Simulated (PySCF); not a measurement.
## Computed NMR parameters against published values

Structure with atom numbers: `[O:1]=[C:2]([OH:3])[c:4]1[cH:5][cH:6][n:7][cH:8][cH:9]1`. Hydrogens are named by the atom that carries them.

Published estimates (parent shift plus substituent increments) and measurements: δ ¹H H(C6)/H(C8) 8.79; H(C5)/H(C9) 7.70 ppm (estimated from measurements, as parent shift plus tabulated substituent increment; solution, not stated per compound (mostly CDCl3 or CCl4); Pretsch, Buehlmann, Badertscher, Structure Determination of Organic Compounds, 4th ed. (2009)).

How the numbers were obtained: shieldings: GIAO PBE0/pcSseg-1, coordinates at the GFN2-xTB level, in PySCF (non-relativistic, no solvent, fast rotation and ring inversion assumed for equivalent nuclei, a single conformation).

(1) What does the calculation give, and how does it compare?

(2) How far are the unscaled ¹H shifts from the references?

## Answers

(1) 
Reference values: estimated from measurements, as parent shift plus tabulated substituent increment (solution, not stated per compound (mostly CDCl3 or CCl4); Pretsch, Buehlmann, Badertscher, Structure Determination of Organic Compounds, 4th ed. (2009)).
| atoms | quantity | reference | computed | computed, scaled |
| --- | --- | --- | --- | --- |
| H(C6)/H(C8) | δ ¹H | 8.79 | 9.25 | 8.82 |
| H(C5)/H(C9) | δ ¹H | 7.70 | 8.18 | 7.81 |

Computed shifts are σ(ref) − σ with the named reference compound (TMS for H and C) calculated as an isolated molecule at the same level. The measured values may be among those fitted. Scaled to experiment by linear calibration (H and C: mostly CDCl3 data, vs TMS): ¹H: δ = 30.01 − 0.943σ (rms 0.17 ppm, 504 shifts, 0.18 ppm with the 4 outliers that the fit left out). A few per cent of atoms miss by over 2 rms, more outside the fitted compound classes. Hydrogens on heteroatoms aren't scaled, only referred to computed TMS.

(2) Mean signed difference +0.47 ppm, mean absolute 0.47 ppm over 2 comparisons; the largest is +0.48 ppm at H(C5)/H(C9) (hydrogen on an aromatic CH).
